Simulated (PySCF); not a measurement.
# Working out the ionisation energy of As

As [Ar] 3d10 4s2 4p3 (4S) → As⁺ [Ar] 3d10 4s2 4p2 (3P). Calculation: PySCF 2.14, in aug-cc-pVTZ-PP with one added diffuse shell each of s, d, f type with ECP10MDF (7s5p5d3f, 68 functions); a scalar-relativistic core potential. Frozen: 3s2 3p6 3d10. Energies in hartree (1 hartree = 27.21139 eV):

```csv
part,As (lower),As⁺ (upper)
UHF,-331.210180,-330.864183
MP2 opposite-spin,-0.052807,-0.045342
MP2 same-spin,-0.019589,-0.009059
```

Question: What does Hartree-Fock give?

Answer: (-330.864183) − (-331.210180) = 0.345997 hartree = 9.415 eV.

Question: What do MP2 and SCS-MP2 (6/5 opposite-spin, 1/3 same-spin) give?

Answer: The opposite-spin parts differ by 0.203 eV and the same-spin parts by 0.287 eV. MP2: 9.415 + (0.203) + (0.287) = 9.905 eV. SCS-MP2: 9.415 + 1.2 × (0.203) + (0.287)/3 = 9.754 eV.

Measured between the centres of the two terms (NIST): 10.008 eV, so MP2 (valence) is off by -0.103 eV.

What remains against the reference includes basis incompleteness, the frozen core and correlation beyond second order.
